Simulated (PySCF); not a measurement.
**Electron correlation in Ir (iridium, neutral)**

[Xe] 4f14 5d6 6s2 7s1, high-spin 6D determinant (an excited configuration). Computed with PySCF 2.14 in aug-cc-pVTZ-PP with ECP60MDF (6s6p5d3f2g, 88 functions), with a scalar-relativistic core potential. Frozen: 5s2 5p6; 9 electrons correlated.

MP2 pair energies summed by pair of shells (mhartree):

| pair | energy | share (%) |
| --- | --- | --- |
| 5d-5d | -98.47 | 49.3 |
| 5d-6s | -73.21 | 36.7 |
| 6s-6s | -20.39 | 10.2 |
| 6s-7s | -4.81 | 2.4 |
| 5d-7s | -2.79 | 1.4 |

Total MP2 correlation energy: -199.66 mhartree.

Same-spin part -86.11 and opposite-spin part -113.54 mhartree; SCS-MP2 scales them by 1/3 and 6/5 to -164.95 mhartree.
